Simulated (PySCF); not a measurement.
H₅NO₃Ti, multiplicity 1. Atoms are numbered in the order given.

```xyz
10

Ti     0.0320     0.0225    -0.0067
O      1.4068    -0.4674    -1.0661
H      2.2612    -0.8290    -0.8012
O      0.5304     0.4038     1.6780
H      0.5250     1.2542     2.1334
O     -0.7627     1.4681    -0.7388
H     -1.6820     1.5600    -1.0145
N     -1.1754    -1.4158     0.0805
H     -1.2574    -2.1455    -0.6250
H     -1.7200    -1.6596     0.9058
```
Charge 0, spin multiplicity 1.

Coordinates come from a B3LYP-D3(BJ)/def2-SVP optimisation. The multiplicity is an assumed one; no other spin state was optimised. The structure was generated by enumeration; whether it is a known compound was not checked. One conformer was computed; it need not be the lowest.

Level of theory: PySCF with PBE/pcSseg-1.

GIAO shieldings, no solvent; atoms listed in one row are averaged. δ = σ(ref) − σ: ¹⁷O against H2O (σ = 334.3 ppm); ¹H against TMS (σ = 31.49 ppm); ¹⁵N against NH3 (σ = 267.0 ppm), references at their B3LYP-D3(BJ)/def2-TZVP geometries, non-relativistic.

Computed chemical shifts:
```csv
nucleus,atoms,count,δ (ppm)
¹⁷O,O4,1,337.5
¹⁷O,O2,1,331.5
¹⁷O,O6,1,321.6
¹H,H5,1,7.99
¹H,H7,1,7.87
¹H,H3,1,7.57
¹H,"H9, H10",2,6.12
¹⁵N,N8,1,194.3
```
